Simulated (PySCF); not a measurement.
C₃H₇AlO₂. Atoms are numbered in the order given.

```xyz
13

Al     0.0898     0.0139     0.9164
C      0.2177    -1.1048    -0.6906
C     -0.5170    -0.4684    -1.8268
C      0.0069     0.3289    -2.7682
H     -0.1628    -2.1139    -0.4614
H      1.2944    -1.2070    -0.9187
H     -1.6015    -0.6444    -1.8494
H      1.0809     0.5434    -2.8048
H     -0.6160     0.7817    -3.5437
O     -0.1748     1.6974     0.8134
H     -0.3054     2.1321    -0.0357
O      0.2589    -0.6967     2.4530
H      0.2245    -0.2115     3.2826
```
Charge 0, spin multiplicity 1.

Geometry optimised at B3LYP-D3(BJ)/def2-SVP. One conformer was computed; it need not be the lowest.

Vertical ionisation energy (IE) and electron affinity (EA) in eV. Rows of orbital energies are one-electron estimates. Where ΔSCF, EOM or ADC give a negative EA the extra electron is unbound and the value depends on the basis.

```csv
level,IE,EA
"−ε(HOMO), −ε(LUMO), HF/def2-TZVP (PySCF)",9.25,-2.56
"−ε(HOMO), −ε(LUMO), PBE/def2-TZVP (PySCF)",(withheld),(withheld)
```

What belongs in the gaps? (Estimate from the structure and the level; the computed values follow.)


- −ε(HOMO), −ε(LUMO), PBE/def2-TZVP (PySCF), IE: 5.81
- −ε(HOMO), −ε(LUMO), PBE/def2-TZVP (PySCF), EA: 1.19
